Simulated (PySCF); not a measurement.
Radial density of Fe²⁺ (iron, charge +2)

UHF, [Ar] 3d6, high-spin 5D determinant. All numbers are calculated (PySCF 2.14, the spin-free X2C one-electron Hamiltonian (Gaussian nucleus), in Sapporo-DKH3-DZP-2012 (6s4p3d1f, 40 functions)).

```csv
r (bohr),4πr²ρ (e/bohr),4πr²(ρα − ρβ)
0.00122,0.3046,0.0000
0.00205,0.7644,0.0000
0.00346,1.878,0.0000
0.00581,4.393,0.0000
0.00978,9.589,0.0000
0.0164,18.40,0.0000
0.0277,28.28,0.0003
0.0465,30.88,0.0021
0.0783,24.76,0.0122
0.132,29.47,0.0762
0.221,32.98,0.4701
0.372,14.75,1.9027
0.626,16.34,3.7156
1.05,10.60,2.8685
1.77,1.784,0.7754
2.98,0.09544,0.0435
5.01,0.003312,0.0014
```

Densities and radii are taken from the X2C orbitals without a picture-change correction, which distorts them close to the nucleus.
